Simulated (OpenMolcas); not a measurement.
**Ce2+: effect of the active space**

```yaml
Program: OpenMolcas 26.06
Method: CASSCF or its RAS form
Basis: ANO-RCC-VQZP
Scalar_Hamiltonian: DKH2, point nucleus
Spin-orbit_coupling: RASSI with atomic mean-field integrals over the reference wave functions, term energies averaged over their components
```

A. 2 electrons in 7 orbitals (4f); 2S+1 = 3 even, 21 roots; 2S+1 = 1 even, 28 roots; cost of the order of 3 core-minutes
B. 8 electrons in 10 orbitals (RAS1 5p, at most 2 holes; RAS2 4f); 2S+1 = 3 even, 21 roots; 2S+1 = 1 even, 27 roots; cost of the order of 20 core-minutes
C. 2 electrons in 14 orbitals (4f 5f); 2S+1 = 3 even, 21 roots; 2S+1 = 1 even, 27 roots; cost about 90 core-seconds

Energies in cm⁻¹ above 4f² ³H₄, the measured ground level; measured values from Martin, Zalubas and Hagan, Atomic Energy Levels: The Rare-Earth Elements, NSRDS-NBS 60 (1978).

| Level | A | B | C | Measured |
| --- | --- | --- | --- | --- |
| 4f² ³H₄ | 0.0 | 0.0 | 0.0 | 0.0 |
| 4f² ³H₅ | 1654 | 1638 | 1669 | 1528 |
| 4f² ³H₆ | 3426 | 3396 | 3448 | 3127 |
| 4f² ³F₂ | 5629 | 5033 | 5466 | 3763 |
| 4f² ³F₃ | 6682 | 6090 | 6518 | 4765 |
| 4f² ¹D₂ | 19335 | 17585 | 18511 | 12835 |
| 4f² ¹I₆ | 23105 | 21993 | 22056 | 17421 |
| 4f² ³P₀ | 24669 | 22687 | 23593 | 16072 |
| 4f² ³P₁ | 25119 | 22985 | 23881 | 16524 |
| 4f² ³P₂ | 25963 | 23837 | 24706 | 17317 |

Deviations, from unrounded energies. A percentage is the sum of absolute deviations over the sum of measured energies, with the sign that they share, or ± where signs differ.

```
                        Against measurement  Levels      A      B      C
             mean absolute deviation (cm-1)       9   4700   3500   4100
      fine structure of the ground term (%)       2   +9.1   +8.1   +9.9
other terms of the ground configuration (%)       7  +47.1  +35.5  +40.6
```

B lies closest to measurement on these levels and A furthest from it. The largest miss of B in the table is 4f² ³P₀, by +6600 cm-1. The ranking rests on the paired levels alone, and a cruder setting can come out closer through cancelling errors.

The spin-orbit steps hold different terms of 4f² (B lacks ¹S; C lacks ¹S), which shifts levels as well.

Among A to C the level of the table that moves most is 4f² ³P₁, by 2100 cm-1 (lowest in B, highest in A).

Without dynamic correlation excited terms often stand tens of per cent too high (terms of higher spin than the ground term too low), and those without a measured partner can miss by more than the paired ones. High states are left out of the spin-orbit mixing, which shifts the levels that they would mix with (holds for B). Some levels mix across a computed gap that differs much from the measured one, so their mixing is not that of the real levels (holds for B; C). Active for correlation alone: 5p; no level in the range computed is led by a configuration that opens it, so any true level of that kind is missing (holds for B). Active for correlation alone: 5f; no level in the range computed is led by a configuration that fills it, so any true level of that kind is missing (holds for C). Computed and measured levels are paired by configuration, term and J; levels that our copy of the source lacks, or whose pairing is in doubt (as where it misses far off the trend of its configuration), stay unpaired and out of the deviations. Levels of configurations outside the active space are missing. Levels that lie high or do not pair safely by name in every column are left out.
